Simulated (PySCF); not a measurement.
Be(OH)(SMe) (CH₄BeOS), SMILES C[S][Be][OH].

Coordinates come from a PBE0-D3(BJ)/def2-SVP optimisation. One conformer was computed; it need not be the lowest.

Computed with M06-2X/def2-TZVPD (PySCF).

Gas-phase values at a fixed geometry.

Computed frontier levels, gap, dipole moment and polarisability:
* **highest occupied level**: -8.04 eV
* **lowest empty level**: -0.27 eV
* **orbital gap**: 7.77 eV
* **dipole moment**: 1.95 D
* **quadrupole, principal values (traceless, Buckingham form, about the centre of nuclear charge)**: -6.74, -1.01, 7.74 D·Å
* **mean static polarisability**: 53.0 bohr³ (7.86 Å³)
* **polarisability, principal values**: 44.7, 51.1, 63.3 bohr³
